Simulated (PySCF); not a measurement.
SMILES [Si](O[Si](C)(C)O)(O)(O)O, GFN2-xTB optimised geometry.

```
19

Si    -0.81    -0.66     0.00
O      0.81    -0.66     0.00
O     -1.30    -1.49    -1.31
O     -1.26     0.91     0.00
O     -1.48    -1.33     1.30
Si    -1.91    -0.79     2.80
C     -0.40    -0.91     3.94
C     -3.36    -1.88     3.35
O     -2.41     0.76     2.65
H      1.26    -1.50    -0.06
H     -2.21    -1.76    -1.37
H     -0.79     1.50    -0.58
H     -0.10    -1.95     4.10
H      0.45    -0.38     3.52
H     -0.61    -0.48     4.91
H     -4.20    -1.80     2.67
H     -3.70    -1.58     4.33
H     -3.07    -2.92     3.41
H     -2.17     1.19     1.83
```

Density from B3LYP/def2-SVP run with PySCF at that geometry.

Minimum of the electron density along straight lines between bonded atoms, close to the bond critical point (lines longer than 1.1 times the sum of covalent radii, or with two minima, are not listed):

| bond | length / Å | ρ at the minimum / e bohr⁻³ | ∇²ρ there / e bohr⁻⁵ | position (fraction from the first atom) |
|---|---|---|---|---|
| Si1–O2 | 1.620 | 0.134 | 1.12 | 0.41 |
| Si1–O3 | 1.625 | 0.132 | 1.10 | 0.41 |
| Si1–O4 | 1.633 | 0.129 | 1.05 | 0.41 |
| Si1–O5 | 1.610 | 0.134 | 1.14 | 0.41 |
| O5–Si6 | 1.650 | 0.119 | 0.97 | 0.59 |
| Si6–C7 | 1.900 | 0.114 | 0.31 | 0.38 |
| Si6–C8 | 1.895 | 0.115 | 0.32 | 0.38 |
| Si6–O9 | 1.628 | 0.131 | 1.08 | 0.41 |
| O2–H10 | 0.953 | 0.356 | -2.44 | 0.82 |
| O3–H11 | 0.953 | 0.356 | -2.44 | 0.82 |
| O4–H12 | 0.954 | 0.354 | -2.45 | 0.82 |
| C7–H13 | 1.085 | 0.272 | -0.97 | 0.62 |
| C7–H14 | 1.086 | 0.272 | -0.97 | 0.62 |
| C7–H15 | 1.085 | 0.273 | -0.97 | 0.62 |
| C8–H16 | 1.085 | 0.272 | -0.97 | 0.62 |
| C8–H17 | 1.084 | 0.273 | -0.98 | 0.62 |
| C8–H18 | 1.085 | 0.273 | -0.97 | 0.62 |
| O9–H19 | 0.960 | 0.346 | -2.48 | 0.82 |
